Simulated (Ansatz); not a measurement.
Total energies of SnH3(NHMe) (CH₇NSn) from Ansatz at PBE0-D4/def2-TZVP, gas phase (1 Eh = 27.2114 eV = 2625.5 kJ/mol). The reference geometry is relaxed at B3LYP-D4/def2-SVP.

Cartesian coordinates in Å:
```
Sn 0.2890 -0.9998 -1.1714
H -0.1988 -2.6455 -1.2257
H -0.4129 -0.0737 -2.4367
H 2.0148 -0.8800 -1.2581
N -0.4956 -0.2460 0.5744
C -0.2406 1.1316 0.9616
H -0.3793 -0.8838 1.3600
H 0.8016 1.3591 1.2747
H -0.4772 1.8101 0.1238
H -0.9009 1.4281 1.7973
```

| state | geometry | energy (Eh) |
| --- | --- | --- |
| charge 0 singlet | reference | -311.26166 |
| charge 1 doublet | reference | -310.95112 |
| free Sn atom (triplet) | – | -214.25870 |
| free H atom (doublet) | – | -0.50104 |
| free N atom (quartet) | – | -54.54382 |
| free C atom (triplet) | – | -37.80537 |

In the def2 sets Sn takes a core potential; there is no spin–orbit coupling.

(1) Work out the vertical ionisation energy to the doublet.

(2) What is the binding energy per atom against free atoms?

(1) E(charge 1 doublet) − E(charge 0 singlet) = -310.95112 − (-311.26166) = 0.31054 Eh = 8.45 eV. For comparison, −ε of the highest occupied level is 6.43 eV at this level, 2.02 eV less.

(2) Atoms: 1 × (-214.25870) + 7 × (-0.50104) + 1 × (-54.54382) + 1 × (-37.80537) = -310.11517 Eh. Binding: -310.11517 − (-311.26166) = 1.14649 Eh = 31.20 eV, or 3.12 eV for each of 10 atoms (no zero-point energy, no counterpoise term).
